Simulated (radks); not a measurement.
Values are calculated unless marked as measured or tabulated.
Numerical settings for neutral lutetium, [Xe] 4f14 5d1 6s2. Code: a radial shooting solver on a logarithmic mesh with Libxc functionals. Model: Dirac Kohn-Sham, PBE, spin-unpolarised, spherical densities, finite nucleus; open shells fill j = l - 1/2 first; Fermi nuclear charge, rms radius 5.37 fm. The defaults (mesh step 0.008 in ln r, mesh end at 40 bohr or more with all orbitals vanishing there, Anderson mixing 0.5 over 9 steps, residual threshold near 1e-9 with the energy settled to 1e-9 hartree or 1e-11 of itself, here a cap of 84 iterations) give E = -14579.2060 hartree and 5d3/2 at -1.867 eV in 17 iterations. Run on one thread of a shared host, so times are rough (Arm Neoverse N1): 0.26 s of CPU time, 0.26 s wall, 17 iterations on 2440 mesh points. Changes against that run (0 stands for a change within the tolerance of the run):

setting                     iterations         converged  E (mhartree)  e(5d3/2) (meV)  CPU (s)
mesh step in ln r 0.003             17               yes             0               0     0.66
mesh step in ln r 0.08               2                no      diverged               -     0.02
mesh step in ln r 0.02              17               yes             0               0     0.12
mesh end (bohr) 400                 17               yes             0               0     0.26
mesh end (bohr) 2                   15  level above zero     +1.81e+04        +7.9e+04     0.16
residual threshold 1e-13            40               yes             0               0     0.41
residual threshold 0.01             12               yes             0          -0.221     0.22
mixing 0.05                         74               yes             0               0      1.1
linear mixing, mixing 1             84                no     +1.05e+06       +1.88e+03      4.5
linear mixing, mixing 0.05          84                no       +0.0239           -17.5     0.94
mixing history 3                    19               yes             0               0     0.27
iteration cap 8                      8                no        +0.032           -29.7     0.13

Settled on a wrong energy, with an occupied level pushed above zero by the early mesh end: mesh end (bohr) 2 (+18.1 hartree). Apart from these: no run marked as converged misses the energy by more than 1 mhartree. A mesh that ends early acts as a hard wall.
